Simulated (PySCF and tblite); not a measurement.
Results of a calculation; reference values are marked as such.
2 diastereomers of C₆H₁₃ClOSi, numbered alike:

```tsv
isomer	SMILES	descriptors (one enantiomer)
A	[SiH3:1][C@@H:2]1[CH2:3][O:4][CH2:5][CH2:6][C@H:7]([Cl:8])[CH2:9]1	2S, 7S
B	[SiH3:1][C@H:2]1[CH2:3][O:4][CH2:5][CH2:6][C@H:7]([Cl:8])[CH2:9]1	2R, 7S
```

Protocol: conformer search, at most 5 conformers an isomer, GFN2-xTB geometries, energies PBE0/pcSseg-1 (IEF-PCM, acetone) (D3(BJ) added where defined), GIAO shieldings PBE0/pcSseg-1 (IEF-PCM, acetone), weights at 298.15 K with GFN2-xTB thermal terms. Programs: PySCF with density fitting and tblite.

Problem. What shifts does each isomer give (ppm; of two unlike H on one atom, a is the less shielded)?

Solution. 
A: ¹H (against TMS): 4.05 (H7, 1H), 4.02 (H3a, 1H), 4.01 (H5a, 1H), 3.65 (H3b, 1H), 3.65 (H5b, 1H), 2.23 (H6a, 1H), 2.07 (H9a, 1H), 1.99 (H6b, 1H), 1.99 (H9b, 1H), 1.49 (H2, 1H). ¹³C (against TMS): 74.9 (C3), 69.3 (C7), 67.9 (C5), 47.4 (C6), 43.4 (C9), 24.8 (C2). ²⁹Si (against TMS): -67.7 (Si1).

B: ¹H (against TMS): 4.80 (H7, 1H), 4.00 (H3a, 1H), 3.93 (H5a, 1H), 3.92 (H5b, 1H), 3.68 (H3b, 1H), 2.29 (H2, 1H), 2.14 (H6a, 1H), 2.08 (H9a, 1H), 1.99 (H9b, 1H), 1.98 (H6b, 1H). ¹³C (against TMS): 74.7 (C3), 69.1 (C7), 65.6 (C5), 46.8 (C6), 38.5 (C9), 19.4 (C2). ²⁹Si (against TMS): -67.7 (Si1). H not on carbon is left out.

Problem. Which carbons tell the isomers apart best?

Solution. C2: 24.8 in A, 19.4 in B; C9: 43.4 in A, 38.5 in B; C5: 67.9 in A, 65.6 in B ppm.

Unscaled ²⁹Si shifts at such levels can be off by tens of ppm; differences between conformers or isomers are more reliable. Shifts are unscaled: against experiment ¹³C can be off by 15 ppm or more and ¹H by 0.8 ppm.
